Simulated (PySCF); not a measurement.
Two-dimensional NMR puzzle

Compound of formula C6H11B. Correlations simulated from computed shifts and couplings:

HSQC (one-bond C–H):
```
  δH     δC  1J(C,H) (Hz)
6.97  164.9           152
6.36  124.4           169
5.49  124.4           166
2.41   21.7           134
1.90   22.7           133
```

COSY cross peaks (|J| ≥ 2 Hz):
```
  δH    δH  abs. J (Hz)  bonds
6.97  2.41          9.1      3
6.36  5.49          2.2      2
```

HMBC (two and three bonds, |J| ≥ 2.5 Hz):
```
  δH                      δC [abs. J in Hz]
7.42  164.9 [4.7], 151.3 [4.6], 150.5 [4.2]
6.97   151.3 [3.0], 150.5 [9.0], 21.7 [4.8]
6.36               151.3 [6.6], 22.7 [12.3]
5.49               151.3 [11.4], 22.7 [7.9]
2.41               164.9 [7.6], 151.3 [5.8]
1.90  151.3 [3.1], 150.5 [5.6], 124.4 [6.4]
```

Carbons without hydrogens: δ 151.3, 150.5.

PySCF 2.14.0 with density-fitted response routines calculation with geometry from PBE0-D3(BJ)/def2-SVP, J couplings at B3LYP/pcJ-1 (spin–dipole term only in couplings to heteroatoms) and GIAO PBE0/pcSseg-1 shieldings; one conformer, averaged over atoms made equivalent by symmetry, fast rotation or ring inversion, gas phase, no relativistic terms.

δ = σ(ref) − σ, references computed at the same level: 1H (σref 31.27) and 13C (σref 184.41) vs TMS.

Exchangeable hydrogens are left out of these lists, and C,H couplings along chains are those of one rotamer, so weak HMBC peaks may be missing or extra.

Which molecule is this?

Results:

`C/C=C(\B)C(=C)C`.

Numbering as in the mapped SMILES `[BH2:1]/[C:2](=[CH:3]\[CH3:4])[C:5](=[CH2:6])[CH3:7]` (H(Xn): hydrogen on atom n). Ha(C6) is cis to C2; Hb(C6) is trans to C2.

1. δC 164.9 is C3, an alkene CH (δH 6.97).
2. δC 151.3 is C2, a fully substituted alkene carbon.
3. δC 150.5 is C5, a fully substituted alkene carbon.
4. δC 124.4 is C6, a terminal =CH2 carbon (δH 5.49, 6.36).
5. δC 22.7 is C7, an allylic methyl carbon (δH 1.90).
6. δC 21.7 is C4, an allylic methyl carbon (δH 2.41).
7. HMBC from δH 7.42 reaches the proton-free carbons C2, C5.
8. HMBC from δH 6.97 reaches the proton-free carbons C2, C5.
9. HMBC from δH 6.36 reaches the proton-free carbon C2.
10. HMBC from δH 5.49 reaches the proton-free carbon C2.
11. COSY links 6.97–2.41, 6.36–5.49.

This is the structure that produced the data.

Hydrogens on boron are broadened and split by 11B (spin 3/2, 80 %) and 10B (spin 3). A carbon bonded to boron is broadened by the quadrupolar boron nucleus and is often missing from a measured spectrum. Unscaled 3J(H,H) at this level run about 10 % above measured values. Shifts are as computed. Against solution values, carbons near 30 ppm lie about +2 ppm off and those near 130 ppm about +5 ppm. Of 1309 compounds with measured shifts, 239 miss one by over three times the rms of a fit or turn the order of signals round; such compounds aren't used in these exercises.
